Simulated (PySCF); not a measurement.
CH6AlNO2, SMILES C[O][Al]([NH2])[OH]. Geometry optimised at r2SCAN-D4/def2-SVP. Other conformers were not sampled.

### Question
Give the equilibrium geometry at r2SCAN-D4/def2-SVP (PySCF confirms it by a frequency run) as bond lengths and angles. (The exact figures need the calculation; the answer reports its results.)

### Answer
This is not unique; one that fits is 
Atoms: Al1 O2 H3 O4 C5 H6 H7 H8 N9 H10 H11. Bond lengths (Å): Al1–O2 1.700, Al1–O4 1.697, Al1–N9 1.764, O2–H3 0.960, O4–C5 1.391, C5–H6 1.109, C5–H7 1.106, C5–H8 1.106, N9–H10 1.015, N9–H11 1.014. Bond angles (°): O2–Al1–O4 119.3, O2–Al1–N9 117.9, O4–Al1–N9 122.8, Al1–O2–H3 123.6, Al1–O4–C5 139.8, O4–C5–H6 113.3, O4–C5–H7 110.9, O4–C5–H8 110.9, H6–C5–H7 107.2, H6–C5–H8 107.2, H7–C5–H8 107.1, Al1–N9–H10 123.8, Al1–N9–H11 126.3, H10–N9–H11 109.8.
